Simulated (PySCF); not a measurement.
GeF₄, SMILES [F][Ge]([F])([F])[F]. Coordinates come from a TPSSh-D3(BJ)/def2-SVP optimisation. The isomer is the one that the SMILES or the coordinates give; other isomers of the formula were not compared.

Computed with PySCF 2.14.0 with TPSSh-D3(BJ)/def2-SVP.

Harmonic wavenumbers (cm⁻¹): 191, 191, 259, 259, 259, 707, 792, 792, 792. Rotational constants (GHz): 3.423, 3.423, 3.423; symmetry number 12.

**Question.** Work out the zero-point energy and the ideal-gas rigid-rotor harmonic-oscillator thermochemistry at 298.15 K and 1 atm.

**Answer.** ZPE = ½ Σ hcν = ½ × 4244 cm⁻¹ = 25.39 kJ/mol. H − E(el) = 42.97 kJ/mol. Entropy in J/(mol K): translation 171.12, rotation 90.15, vibration 43.40, total 304.67. G − E(el) = -47.86 kJ/mol. Cp = 82.43 J/(mol K).
